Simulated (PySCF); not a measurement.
Structure problem from calculated spectra and properties.

Elements present: C, H and N. Monoisotopic mass: 95.0735 u.

- Polarisability: 74.8 au [B3LYP/def2-SVPD]
- UV, first state: lowest singlet excitation: 5.08 eV (244 nm, f = 0.004) [TDDFT B3LYP/def2-SVPD]
- NMR, other nuclei: isotropic shieldings of nuclei other than C and H, by class: -97 (1 N) ppm [GIAO PBE0/pcSseg-1]
- 1H NMR: chemical shifts (computed TMS as zero) by class: 10.94 (1 H), 7.81 (1 H), 7.54 (2 H), 2.24 (2 H), 1.49 (2 H), 1.42 (1 H) ppm [GIAO PBE0/pcSseg-1]
- Triplet: lowest triplet excitation (Tamm–Dancoff): 4.07 eV [TDA B3LYP/def2-SVPD]
- 13C NMR: chemical shifts (computed TMS as zero) by class: 180.7 (1 C), 126.9 (2 C), 47.7 (1 C), 39.7 (1 C), 18.9 (1 C) ppm [GIAO PBE0/pcSseg-1]
- Dipole: 2.36 D [B3LYP/def2-SVPD]
- Rotational structure: rotational constants A, B, C: 4.838, 1.885, 1.488 GHz [GFN2-xTB]
- Couplings: largest of the computed one-bond spin–spin couplings (means over like bonds): 13C–1H +239.9 (×2), 13C–1H +173.5, 13C–1H +171.6, 13C–1H +134.0 (×2), 13C–1H +132.9 (×2), 13C–13C +65.3, 15N–1H -50.2, 13C–13C +45.2 Hz [B3LYP/pcJ-1, spin–dipole term left out for some pairs]
- UV, strongest line: among the 8 lowest singlet transitions: S2 at 5.87 eV (211 nm, f = 0.044) [TDDFT B3LYP/def2-SVPD]

Gas-phase values; electronic properties from PySCF, density fitting. Levels stand in brackets. Geometry: GFN2-xTB, one conformer, isolated molecule. NMR values are class means; diastereotopic atoms form classes of their own.

Question: Which formula fits the mass and the elements?

Answer: C6H9N (calculated 95.0735). No other formula that holds each of these elements comes within 0.0003 u with a fitting electron parity and a possible valence count.

Question: Propose a structure and show how it fits.

Answer: Numbering: `[H]/[N:1]=[CH:2]\[CH2:3][CH2:4][CH:5]1[CH:6]=[CH:7]1`. Its formula, C6H9N, gives 3 degrees of unsaturation: 1 ring and 2 π bonds in the structure found. 6 carbons fall into 5 classes; from least to most shielded: imine carbon [C2] (180.7 ppm), alkene CH carbon [C6/C7] (126.9 ppm, 2 C, up to 4.1 ppm apart in this geometry), chain CH2 carbon [C3] (47.7 ppm), chain CH2 carbon [C4] (39.7 ppm), allylic carbon [C5] (18.9 ppm). Hydrogen classes from least to most shielded: 1 H on an imine nitrogen, N1 (10.94 ppm), 1 H on an imine carbon, C2 (7.81 ppm), 2 H on 2 alkene CH carbons, C6/C7 (7.54 ppm), 2 H on a chain CH2 carbon, C3 (2.24 ppm, a mean of values up to 0.6 ppm apart in this geometry), 2 H on a chain CH2 carbon, C4 (1.49 ppm, a mean of values up to 1.5 ppm apart in this geometry), 1 H on an allylic carbon, C5 (1.42 ppm). The other shieldings belong to: -97 ppm, imine nitrogen [N1]. The couplings run between: +239.9 Hz, alkene CH carbon [C6] and its hydrogen (with 1 like pair); +173.5 Hz, imine carbon [C2] and its hydrogen; +171.6 Hz, allylic carbon [C5] and its hydrogen; +134.0 Hz, chain CH2 carbon [C4] and its hydrogen (with 1 like pair); +132.9 Hz, chain CH2 carbon [C3] and its hydrogen (with 1 like pair); +65.3 Hz, alkene CH carbon [C6] and alkene CH carbon [C7]; -50.2 Hz, imine nitrogen [N1] and its hydrogen; +45.2 Hz, chain CH2 carbon [C4] and allylic carbon [C5]. The optimised geometry has point group C1 and is an asymmetric top. Structure: `[H]/N=C\CCC1C=C1`. Computed isomers that give other values at the same levels: `[H]/N=C/C(C=C)C=C` (13C chemical shifts (computed TMS as zero) by class: 180.1 (1 C), 150.8 (2 C), 119.2 (2 C), 65.0 (1 C) ppm); `CC#CC1CNC1` (rotational constant A: 8.555 GHz; this holds for the one conformer computed); `C=C=CC/C=N\C` (13C chemical shifts (computed TMS as zero) by class: 222.0 (1 C), 169.8 (1 C), 92.9 (1 C), 78.6 (1 C), 40.6 (1 C), 33.6 (1 C) ppm). The assignments are read from this structure; whether some other isomer fits the data as well wasn't checked.

Shape of the structure used: `[H]/[N:1]=[CH:2]\[CH2:3][CH2:4][CH:5]1[CH:6]=[CH:7]1`: N1–C2–C3–C4 -122°, C2–C3–C4–C5 64°, C3–C4–C5–C6 -144°.
